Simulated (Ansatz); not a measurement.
One change: `CN(C)B(F)S` becomes `C[N](C)[In]([F])[SH]`.

Ansatz, PBE0-D4/def2-TZVP geometries, multiplicity 1. Each molecule was computed in one conformer, which needn't be the lowest.

Elements past krypton have def2 core potentials.

| property | `CN(C)B(F)S` |
| --- | --- |
| HOMO–LUMO gap (PBE0/def2-TZVPP) / eV | 7.55 |
| LUMO energy (PBE0/def2-TZVPP) / eV | 0.66 |
| HOMO energy (PBE0/def2-TZVPP) / eV | -6.89 |
| HOMO energy (ωB97M-V/def2-TZVPP) / eV | -9.10 |
| LUMO energy (PBE/def2-TZVPP) / eV | -0.25 |
| HOMO–LUMO gap (B3LYP/def2-TZVPP) / eV | 7.03 |

(1) What does the change do to each property? (Estimate.)

Results:

(1) Computed: 
| property | `C[N](C)[In]([F])[SH]` | shift |
| --- | --- | --- |
| HOMO–LUMO gap (PBE0/def2-TZVPP) / eV | 4.81 | -2.74 |
| LUMO energy (PBE0/def2-TZVPP) / eV | -1.62 | -2.28 |
| HOMO energy (PBE0/def2-TZVPP) / eV | -6.43 | 0.46 |
| HOMO energy (ωB97M-V/def2-TZVPP) / eV | -8.71 | 0.39 |
| LUMO energy (PBE/def2-TZVPP) / eV | -2.51 | -2.26 |
| HOMO–LUMO gap (B3LYP/def2-TZVPP) / eV | 4.31 | -2.72 |

With PBE0 the HOMO rises by 0.46 eV and the LUMO falls by 2.28 eV, so the gap narrows by about 2.74 eV. PBE moves the HOMO by 0.45 eV and ωB97M-V by 0.39 eV.

B3LYP here is the variant with VWN-RPA as its local correlation; programs differ in this.
